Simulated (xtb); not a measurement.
xtb job for Si(Cl)(Me)(OH)(NH2) (CH6ClNOSi), SMILES O[Si](N)(C)Cl, GFN2-xTB. 

```
$ xtb mol.xyz --gfn 2 --sp --chrg 0 --uhf 0 --json
$ cat mol.xyz
11

C      1.73861466    -0.82900684    -0.53810858
Si     0.06579333     0.02646186    -0.29807331
N     -1.05361360    -0.71869741    -1.38081814
O      0.08509668     1.62345515    -0.61108029
Cl    -0.47596604    -0.01401677     1.65111861
H      1.71384596    -1.85746003    -0.19328436
H      2.51999572    -0.31886341     0.01738133
H      2.02766807    -0.84000534    -1.58426677
H     -1.97539095    -0.31856613    -1.46557046
H     -1.12023846    -1.72261189    -1.39681240
H      0.26726957     1.94260775    -1.49041663
```

Log of the run:

```
[banner left out]
          |                Calculation Setup                |
           -------------------------------------------------



           -------------------------------------------------
          |                 G F N 2 - x T B                 |
           -------------------------------------------------

        Reference                      10.1021/acs.jctc.8b01176
      * Hamiltonian:
        H0-scaling (s, p, d)           1.850000    2.230000    2.230000
        zeta-weighting                 0.500000
      * Dispersion:
        s8                             2.700000
        a1                             0.520000
        a2                             5.000000
        s9                             5.000000
      * Repulsion:
        kExp                           1.500000    1.000000
        rExp                           1.000000
      * Coulomb:
        alpha                          2.000000
        third order                    shell-resolved
        anisotropic                    true
        a3                             3.000000
        a5                             4.000000
        cn-shift                       1.200000
        cn-exp                         4.000000
        max-rad                        5.000000


          ...................................................
          :                      SETUP                      :
          :.................................................:
          :  # basis functions                  38          :
          :  # atomic orbitals                  36          :
          :  # shells                           18          :
          :  # electrons                        32          :
          :  max. iterations                   250          :
          :  Hamiltonian                  GFN2-xTB          :
          :  restarted?                      false          :
          :  GBSA solvation                  false          :
          :  PC potential                    false          :
          :  electronic temp.          300.0000000     K    :
          :  accuracy                    1.0000000          :
          :  -> integral cutoff          0.2500000E+02      :
          :  -> integral neglect         0.1000000E-07      :
          :  -> SCF convergence          0.1000000E-05 Eh   :
          :  -> wf. convergence          0.1000000E-03 e    :
          :  Broyden damping             0.4000000          :
          :  net charge                          0          :
          :  unpaired electrons                  0          :
          ...................................................

 iter      E             dE          RMSdq      gap      omega  full diag
   1    -18.6718989 -0.186719E+02  0.517E+00    7.06       0.0  T
   2    -18.7172006 -0.453017E-01  0.250E+00    7.16       1.0  T
   3    -18.7164869  0.713691E-03  0.131E+00    7.73       1.0  T
   4    -18.7216926 -0.520577E-02  0.749E-01    7.18       1.0  T
   5    -18.7245959 -0.290327E-02  0.312E-01    7.36       1.0  T
   6    -18.7246433 -0.474068E-04  0.126E-01    7.37       1.0  T
   7    -18.7246514 -0.812647E-05  0.789E-02    7.38       1.0  T
   8    -18.7246818 -0.303261E-04  0.355E-02    7.36       1.0  T
   9    -18.7246837 -0.191641E-05  0.249E-02    7.35       1.2  T
  10    -18.7246852 -0.151400E-05  0.164E-02    7.36       1.8  T
  11    -18.7246869 -0.173426E-05  0.438E-03    7.36       6.9  T
  12    -18.7246870 -0.845681E-07  0.226E-03    7.36      13.4  T
  13    -18.7246870  0.146725E-07  0.177E-03    7.35      17.0  T
  14    -18.7246870 -0.272025E-07  0.619E-04    7.36      48.7  T
  15    -18.7246870 -0.352491E-08  0.179E-04    7.36     168.5  T

   *** convergence criteria satisfied after 15 iterations ***

         #    Occupation            Energy/Eh            Energy/eV
      -------------------------------------------------------------
         1        2.0000           -1.0344894             -28.1499
       ...           ...                  ...                  ...
        10        2.0000           -0.4716999             -12.8356
        11        2.0000           -0.4672548             -12.7146
        12        2.0000           -0.4562194             -12.4144
        13        2.0000           -0.4275061             -11.6330
        14        2.0000           -0.4177717             -11.3681
        15        2.0000           -0.4080749             -11.1043
        16        2.0000           -0.3977701             -10.8239 (HOMO)
        17                         -0.1274551              -3.4682 (LUMO)
        18                         -0.1220731              -3.3218
        19                         -0.0966536              -2.6301
        20                         -0.0171762              -0.4674
        21                          0.0279884               0.7616
       ...                                ...                  ...
        36                          0.8118485              22.0915
      -------------------------------------------------------------
                  HL-Gap            0.2703150 Eh            7.3556 eV
             Fermi-level           -0.2626126 Eh           -7.1461 eV

 SCC (total)                   0 d,  0 h,  0 min,  0.012 sec
 SCC setup                      ...        0 min,  0.000 sec (  1.072%)
 Dispersion                     ...        0 min,  0.000 sec (  0.409%)
 classical contributions        ...        0 min,  0.000 sec (  0.200%)
 integral evaluation            ...        0 min,  0.003 sec ( 22.622%)
 iterations                     ...        0 min,  0.006 sec ( 52.514%)
 molecular gradient             ...        0 min,  0.003 sec ( 22.302%)
 printout                       ...        0 min,  0.000 sec (  0.761%)

         :::::::::::::::::::::::::::::::::::::::::::::::::::::
         ::                     SUMMARY                     ::
         :::::::::::::::::::::::::::::::::::::::::::::::::::::
         :: total energy             -18.567857632511 Eh    ::
         :: gradient norm              0.000331565445 Eh/a0 ::
         :: HOMO-LUMO gap              7.355644241230 eV    ::
         ::.................................................::
         :: SCC energy               -18.724672969106 Eh    ::
         :: -> isotropic ES            0.059784356484 Eh    ::
         :: -> anisotropic ES          0.001686766689 Eh    ::
         :: -> anisotropic XC          0.002819696406 Eh    ::
         :: -> dispersion             -0.007095954477 Eh    ::
         :: repulsion energy           0.156815336594 Eh    ::
         :: add. restraining           0.000000000000 Eh    ::
         :: total charge               0.000000000000 e     ::
         :::::::::::::::::::::::::::::::::::::::::::::::::::::

           -------------------------------------------------
          |                Property Printout                |
           -------------------------------------------------

    * Orbital Energies and Occupations

         #    Occupation            Energy/Eh            Energy/eV
      -------------------------------------------------------------
         1        2.0000           -1.0344894             -28.1499
       ...           ...                  ...                  ...
         4        2.0000           -0.5929388             -16.1347
         5        2.0000           -0.5769457             -15.6995
         6        2.0000           -0.5468197             -14.8797
         7        2.0000           -0.5223376             -14.2135
         8        2.0000           -0.4935621             -13.4305
         9        2.0000           -0.4833263             -13.1520
        10        2.0000           -0.4716999             -12.8356
        11        2.0000           -0.4672548             -12.7146
        12        2.0000           -0.4562194             -12.4144
        13        2.0000           -0.4275061             -11.6330
        14        2.0000           -0.4177717             -11.3681
        15        2.0000           -0.4080749             -11.1043
        16        2.0000           -0.3977701             -10.8239 (HOMO)
        17                         -0.1274551              -3.4682 (LUMO)
        18                         -0.1220731              -3.3218
        19                         -0.0966536              -2.6301
        20                         -0.0171762              -0.4674
        21                          0.0279884               0.7616
        22                          0.0348892               0.9494
        23                          0.0430505               1.1715
        24                          0.0443304               1.2063
        25                          0.0681401               1.8542
        26                          0.0749587               2.0397
        27                          0.0862189               2.3461
       ...                                ...                  ...
        36                          0.8118485              22.0915
      -------------------------------------------------------------
                  HL-Gap            0.2703150 Eh            7.3556 eV
             Fermi-level           -0.2626126 Eh           -7.1461 eV

     #   Z          covCN         q      C6AA      α(0)
     1   6 C        3.651    -0.203    24.886     7.165
     2  14 Si       3.274     0.589   121.952    22.625
     3   7 N        2.541    -0.409    30.653     8.222
     4   8 O        1.576    -0.464    22.183     6.356
     5  17 Cl       0.804    -0.257   107.218    15.840
     6   1 H        0.925     0.035     2.515     2.480
     7   1 H        0.925     0.039     2.466     2.456
     8   1 H        0.925     0.035     2.517     2.481
     9   1 H        0.861     0.164     1.312     1.794
    10   1 H        0.861     0.162     1.323     1.802
    11   1 H        0.810     0.311     0.688     1.303

 Mol. C6AA /au·bohr⁶  :       1940.968082
 Mol. C8AA /au·bohr⁸  :      66873.244089
 Mol. α(0) /au        :         72.523657


Wiberg/Mayer (AO) data.
largest (>0.10) Wiberg bond orders for each atom

 ---------------------------------------------------------------------------
     #   Z sym  total        # sym  WBO       # sym  WBO       # sym  WBO
 ---------------------------------------------------------------------------
     1   6 C    3.984 --     6 H    0.993     8 H    0.992     7 H    0.990
                             2 Si   0.868
     2  14 Si   4.194 --     4 O    1.165     3 N    1.108     5 Cl   1.019
                             1 C    0.868
     3   7 N    3.185 --     2 Si   1.108    10 H    0.965     9 H    0.960
     4   8 O    2.183 --     2 Si   1.165    11 H    0.886
     5  17 Cl   1.177 --     2 Si   1.019
     6   1 H    0.999 --     1 C    0.993
     7   1 H    0.999 --     1 C    0.990
     8   1 H    0.999 --     1 C    0.992
     9   1 H    0.973 --     3 N    0.960
    10   1 H    0.974 --     3 N    0.965
    11   1 H    0.903 --     4 O    0.886
 ---------------------------------------------------------------------------

Topologies differ in total number of bonds
Writing topology from bond orders to xtbtopo.mol

molecular dipole:
                 x           y           z       tot (Debye)
 q only:        0.012      -0.200      -1.197
   full:        0.101      -0.240      -1.356       3.510
molecular quadrupole (traceless):
                xx          xy          yy          xz          yz          zz
 q only:        0.762       1.568       0.853       1.559      -2.196      -1.615
  q+dip:        2.489       1.751       1.325       2.257      -1.971      -3.814
   full:        2.529       1.731       1.467       2.041      -2.394      -3.996


           -------------------------------------------------
Note: The following floating-point exceptions are signalling: IEEE_UNDERFLOW_FLAG IEEE_DENORMAL
normal termination of xtb
          | TOTAL ENERGY              -18.567857632511 Eh   |
          | GRADIENT NORM               0.000331565445 Eh/α |
          | HOMO-LUMO GAP               7.355644241230 eV   |
           -------------------------------------------------

------------------------------------------------------------------------
------------------------------------------------------------------------
 total:
 SCF:
```

The calculation finished and met its thresholds.

Cost: around 0.03 core-seconds (rough).
